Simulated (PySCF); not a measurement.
## F⁺: excitation energy

F⁺ [He] 2s2 2p4 (3P) → F⁺ [He] 2s1 2p5 (3P), as a difference of total energies. Calculation: PySCF 2.14, in x2c-QZVPPall (7s4p3d2f1g, 57 functions); the spin-free X2C one-electron Hamiltonian (Gaussian nucleus). Correlated levels: valence: 1s2 frozen; valence and next inner shell: nothing frozen. The calculations carry no spin-orbit coupling.

| method | excitation energy (eV) |
| --- | --- |
| UHF | 21.795 |
| LDA | 18.501 |
| PBE | 18.765 |
| PBE0 | 19.561 |
| r2SCAN | 19.601 |
| MN15 | 18.416 |
| M06 | 19.198 |
| BHandHLYP | 20.278 |
| LC-wPBE | 19.052 |
| ROHF | 21.749 |
| SCS-MP2 (valence) | 20.731 |
| SCS-MP2 (valence and next inner shell) | 20.695 |

Task: Estimate what MP2 (valence and next inner shell) gives.

Result: 20.764 eV, closest to SCS-MP2 (valence) among the rows shown.

Task: Estimate what MP2 (valence) gives.

Result: 20.819 eV, closest to SCS-MP2 (valence) among the rows shown.

Errors of the correlated levels include the incompleteness of this basis and the frozen core.

For comparison: 20.431 eV (measured; NIST levels, between the centres of gravity of the two terms).
